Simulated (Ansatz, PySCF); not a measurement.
C₃H₇S, doublet, at a GFN2-xTB geometry, with bond 6-1 at 1.4 times its length. Base run: CASSCF(7,5)/STO-3G run with PySCF.

The PySCF input:
```python
from pyscf import gto, scf, mcscf
import numpy

mol = gto.M(
    atom='''
C     1.571422   -0.415496    0.470351
S     0.564492    0.055053   -0.817240
C    -0.879038    0.703447    0.103846
C    -1.626388   -0.405894    0.818244
H     2.468358   -0.931493    0.194090
H     1.542438    0.390995    1.737913
H    -0.506567    1.450216    0.805063
H    -1.505246    1.189936   -0.642581
H    -0.965056   -0.918793    1.513580
H    -2.465875    0.008256    1.373188
H    -2.004185   -1.131875    0.102106
''',
    basis='sto-3g',
    charge=0,
    spin=1,
    verbose=3,
)

mf = scf.ROHF(mol)
mf.kernel()
mc = mcscf.CASSCF(mf, 5, 7)
mc.fix_spin_(ss=0.75)
mc.kernel()
occ = numpy.linalg.eigvalsh(mc.fcisolver.make_rdm1(mc.ci, mc.ncas, mc.nelecas))[::-1]
ss = mc.fcisolver.spin_square(mc.ci, mc.ncas, mc.nelecas)[0]
print('natural occupations', occ.round(4), ' <S^2>', round(ss, 4))
```

Programs used: Ansatz (a program for electronic structure), PySCF; a row that names a program was run with it.

The base run was repeated with changes; each row names its change, and settings that it needs were set with it.

```json
[
 {"change": "base", "ΔE vs base (kcal/mol)": "0.000", "natural occupations": "2.00 2.00 1.92 1.00 0.08", "<S^2> of the state": "0.75"},
 {"change": "active space = 5 electrons, 7 orbitals", "ΔE vs base (kcal/mol)": "-11.78", "natural occupations": "1.97 1.92 1.00 0.08 0.02 0.00 0.00", "<S^2> of the state": "0.75"},
 {"change": "active space = 7 electrons, 6 orbitals", "ΔE vs base (kcal/mol)": "-11.89", "natural occupations": "2.00 1.97 1.92 1.00 0.08 0.03", "<S^2> of the state": "0.75"},
 {"change": "active space = 7 electrons, 8 orbitals", "ΔE vs base (kcal/mol)": "-24.65", "natural occupations": "1.97 1.97 1.92 1.00 0.09 0.03 0.02 0.00", "<S^2> of the state": "0.75"},
 {"change": "state_average = 2 states", "ΔE vs base (kcal/mol)": "1.26", "natural occupations": "-", "<S^2> of the state": "-"},
 {"change": "active space = 3 electrons, 5 orbitals", "ΔE vs base (kcal/mol)": "15.96", "natural occupations": "1.98 1.00 0.02 0.00 0.00", "<S^2> of the state": "0.75"},
 {"change": "code = ansatz; correction = SC-NEVPT2, all electrons", "ΔE vs base (kcal/mol)": "-99.4", "natural occupations": "-", "<S^2> of the state": "-"},
 {"change": "fix_spin_ = off", "ΔE vs base (kcal/mol)": "0.000", "natural occupations": "2.00 2.00 1.92 1.00 0.08", "<S^2> of the state": "0.75"},
 {"change": "orbitals = fixed (CASCI); correction = SC-NEVPT2", "ΔE vs base (kcal/mol)": "-93.1", "natural occupations": "2.00 2.00 1.99 1.00 0.01", "<S^2> of the state": "0.75"},
 {"change": "conv_tol = 1e-5", "ΔE vs base (kcal/mol)": "0.007", "natural occupations": "2.00 2.00 1.92 1.00 0.08", "<S^2> of the state": "0.75"},
 {"change": "correction = SC-NEVPT2", "ΔE vs base (kcal/mol)": "-99.3", "natural occupations": "2.00 2.00 1.92 1.00 0.08", "<S^2> of the state": "0.75"}
]
```

Active orbitals are taken around the Fermi level unless the row says otherwise; CASSCF can end in different local minima, and two programs can end on different orbitals. State-averaged rows give the lowest state.

Open shells are given as the SCF converged; they aren't shown to be the lowest states, and a large step between rows can be another state.
